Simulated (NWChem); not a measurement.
Everything below was run with NWChem. System: SSi, charge 0, spin multiplicity 1, displaced from the optimised geometry. Level: B3LYP/cc-pVDZ, VWN1-RPA local correlation, spin-restricted.

Job file:

```
start mol
memory heap 200 mb stack 900 mb global 1100 mb
geometry units angstroms nocenter noautoz noautosym
  Si     0.000000     0.000000     1.034479
  S      0.000000     0.000000    -0.749998
end
basis spherical
  * library cc-pvdz
end
dft
  xc b3lyp
  semidirect memsize 60000000 filesize 0
  iterations 100
end
task dft energy
```

Part of the output:

```
             Northwest Computational Chemistry Package (NWChem) 7.3.0
             --------------------------------------------------------

                                NWChem Input Module
                                -------------------

 Scaling coordinates for geometry "geometry" by  1.889725989
 (inverse scale =  0.529177249)

                             Geometry "geometry" -> ""
                             -------------------------

 Output coordinates in angstroms (scale by  1.889725989 to convert to a.u.)

  No.       Tag          Charge          X              Y              Z
 ---- ---------------- ---------- -------------- -------------- --------------
    1 Si                  14.0000     0.00000000     0.00000000     1.03447900
    2 S                   16.0000     0.00000000     0.00000000    -0.74999800

 Effective nuclear repulsion energy (a.u.)      66.4260193748

            Nuclear Dipole moment (a.u.)
            ----------------------------
        X                 Y               Z
 ---------------- ---------------- ----------------
     0.0000000000     0.0000000000     4.6916945214


 Summary of "ao basis" -> "" (spherical)
 ------------------------------------------------------------------------------
       Tag                 Description            Shells   Functions and Types
 ---------------- ------------------------------  ------  ---------------------
 *                          cc-pvdz                   on all atoms

                                 NWChem DFT Module
                                 -----------------

 Summary of "ao basis" -> "ao basis" (spherical)
 ------------------------------------------------------------------------------
       Tag                 Description            Shells   Functions and Types
 ---------------- ------------------------------  ------  ---------------------
 Si                         cc-pvdz                  8       18   4s3p1d
 S                          cc-pvdz                  8       18   4s3p1d

 Summary of "ao basis" -> "ao basis" (spherical)
 ------------------------------------------------------------------------------
       Tag                 Description            Shells   Functions and Types
 ---------------- ------------------------------  ------  ---------------------
 Si                         cc-pvdz                  8       18   4s3p1d
 S                          cc-pvdz                  8       18   4s3p1d

            General Information
            -------------------
          SCF calculation type: DFT
          Wavefunction type:  closed shell.
          No. of atoms     :     2
          No. of electrons :    30
           Alpha electrons :    15
            Beta electrons :    15
          Charge           :     0
          Spin multiplicity:     1
          Use of symmetry is: off; symmetry adaption is: off
          Maximum number of iterations: 100
          AO basis - number of functions:    36
                     number of shells:    16
          Convergence on energy requested:  1.00D-06
          Convergence on density requested:  1.00D-05
          Convergence on gradient requested:  5.00D-04

              XC Information
              --------------
                         B3LYP Method XC Potential
                     Hartree-Fock (Exact) Exchange  0.200
                        Slater Exchange Functional  0.800 local
                    Becke 1988 Exchange Functional  0.720 non-local
              Lee-Yang-Parr Correlation Functional  0.810
[...]
   data(b): 5.24e+05  0.00e+00  0.00e+00  0.00e+00
   time(s): 0.00e+00  0.00e+00  0.00e+00  0.00e+00  0.00e+00
rate(mb/s): 0.00e+00  0.00e+00
------------------------------------------------------------

   convergence    iter        energy       DeltaE   RMS-Dens  Diis-err    time
 ---------------- ----- ----------------- --------- --------- ---------  ------
 d= 0,ls=0.0,diis     1   -687.6763593376 -7.54D+02  2.68D-02  2.15D-01     1.8
 d= 0,ls=0.0,diis     2   -687.5817939826  9.46D-02  1.80D-02  6.67D-01     1.9
 d= 0,ls=0.0,diis     3   -687.7076462979 -1.26D-01  2.34D-03  1.30D-02     2.0
 d= 0,ls=0.0,diis     4   -687.7099152700 -2.27D-03  6.16D-04  4.28D-04     2.1
 d= 0,ls=0.0,diis     5   -687.7099955066 -8.02D-05  7.68D-05  1.29D-05     2.2
  Resetting Diis
 d= 0,ls=0.0,diis     6   -687.7099977483 -2.24D-06  2.02D-05  3.10D-07     2.3
 d= 0,ls=0.0,diis     7   -687.7099978184 -7.00D-08  1.06D-06  5.34D-10     2.4

         Total DFT energy =     -687.709997818383
      One electron energy =    -1083.531404138385
           Coulomb energy =      376.064466423393
    Exchange-Corr. energy =      -46.669079478217
 Nuclear repulsion energy =       66.426019374827

 Numeric. integr. density =       29.999999950790

     Total iterative time =      1.4s

                       DFT Final Molecular Orbital Analysis
                       ------------------------------------

 Vector   13  Occ=2.000000D+00  E=-3.081724D-01
              MO Center=  2.7D-12, -3.6D-12, -3.1D-01, r^2= 1.9D+00
   Bfn.  Coefficient  Atom+Function         Bfn.  Coefficient  Atom+Function
  ----- ------------  ---------------      ----- ------------  ---------------
    27      0.349049  2 S  py                26      0.321386  2 S  px
    30      0.289879  2 S  py                29      0.266906  2 S  px
     9      0.182893  1 Si py                 8      0.168398  1 Si px
    12      0.126434  1 Si py                11      0.116413  1 Si px
    15     -0.060244  1 Si d -1              17      0.055469  1 Si d  1

 Vector   14  Occ=2.000000D+00  E=-3.081724D-01
              MO Center=  1.4D-11, -1.1D-11, -3.1D-01, r^2= 1.9D+00
   Bfn.  Coefficient  Atom+Function         Bfn.  Coefficient  Atom+Function
  ----- ------------  ---------------      ----- ------------  ---------------
    26      0.349049  2 S  px                27     -0.321386  2 S  py
    29      0.289879  2 S  px                30     -0.266906  2 S  py
     8      0.182893  1 Si px                 9     -0.168398  1 Si py
    11      0.126434  1 Si px                12     -0.116413  1 Si py
    17      0.060244  1 Si d  1              15      0.055469  1 Si d -1

 Vector   15  Occ=2.000000D+00  E=-2.787822D-01
              MO Center=  1.5D-11, -1.4D-11,  7.5D-01, r^2= 2.9D+00
   Bfn.  Coefficient  Atom+Function         Bfn.  Coefficient  Atom+Function
  ----- ------------  ---------------      ----- ------------  ---------------
     4      0.504035  1 Si s                 10      0.379484  1 Si pz
    28     -0.363562  2 S  pz                31     -0.305011  2 S  pz
     3      0.222774  1 Si s                 13      0.188199  1 Si pz
    22      0.092618  2 S  s                 16     -0.061207  1 Si d  0

 Vector   16  Occ=0.000000D+00  E=-7.035556D-02
              MO Center=  3.6D-12, -8.4D-12,  7.3D-01, r^2= 3.3D+00
   Bfn.  Coefficient  Atom+Function         Bfn.  Coefficient  Atom+Function
  ----- ------------  ---------------      ----- ------------  ---------------
    12      0.500015  1 Si py                11      0.459583  1 Si px
    30     -0.347332  2 S  py                 9      0.319516  1 Si py
    29     -0.319247  2 S  px                 8      0.293680  1 Si px
    27     -0.212087  2 S  py                26     -0.194938  2 S  px
    33      0.040300  2 S  d -1              35     -0.037041  2 S  d  1

 Vector   17  Occ=0.000000D+00  E=-7.035556D-02
              MO Center=  6.4D-11, -5.8D-11,  7.3D-01, r^2= 3.3D+00
   Bfn.  Coefficient  Atom+Function         Bfn.  Coefficient  Atom+Function
  ----- ------------  ---------------      ----- ------------  ---------------
    11      0.500015  1 Si px                12     -0.459583  1 Si py
    29     -0.347332  2 S  px                 8      0.319516  1 Si px
    30      0.319247  2 S  py                 9     -0.293680  1 Si py
    26     -0.212087  2 S  px                27      0.194938  2 S  py
    35     -0.040300  2 S  d  1              33     -0.037041  2 S  d -1

 Vector   18  Occ=0.000000D+00  E= 7.110625D-02
              MO Center=  9.0D-11, -9.0D-11,  9.7D-01, r^2= 4.7D+00
   Bfn.  Coefficient  Atom+Function         Bfn.  Coefficient  Atom+Function
  ----- ------------  ---------------      ----- ------------  ---------------
    13      1.548003  1 Si pz                22      1.494602  2 S  s
     4     -1.392639  1 Si s                 31      0.793232  2 S  pz
    10      0.153821  1 Si pz                28      0.153659  2 S  pz
     2      0.123468  1 Si s                 16      0.115998  1 Si d  0
    21      0.102080  2 S  s                 20     -0.093318  2 S  s

 center of mass
 --------------
 x =   0.00000000 y =   0.00000000 z =   0.15643088

 moments of inertia (a.u.)
 ------------------
         169.671324193287           0.000000000000           0.000000000000
           0.000000000000         169.671324193287           0.000000000000
           0.000000000000           0.000000000000           0.000000000000

     Multipole analysis of the density
     ---------------------------------

     L   x y z        total         alpha         beta         nuclear
     -   - - -        -----         -----         ----         -------
     0   0 0 0     -0.000000    -15.000000    -15.000000     30.000000

     1   1 0 0     -0.000000     -0.000000     -0.000000      0.000000
     1   0 1 0      0.000000      0.000000      0.000000      0.000000
     1   0 0 1      0.393518     -2.149088     -2.149088      4.691695

     2   2 0 0    -18.344841     -9.172420     -9.172420      0.000000
     2   1 1 0     -0.000000     -0.000000     -0.000000      0.000000
     2   1 0 1      0.000000      0.000000      0.000000      0.000000
     2   0 2 0    -18.344841     -9.172420     -9.172420      0.000000
     2   0 1 1     -0.000000     -0.000000     -0.000000      0.000000
     2   0 0 2    -19.368158    -52.504724    -52.504724     85.641290

 Task  times  cpu:        2.4s     wall:        2.4s

 Total times  cpu:        2.4s     wall:        2.4s
```
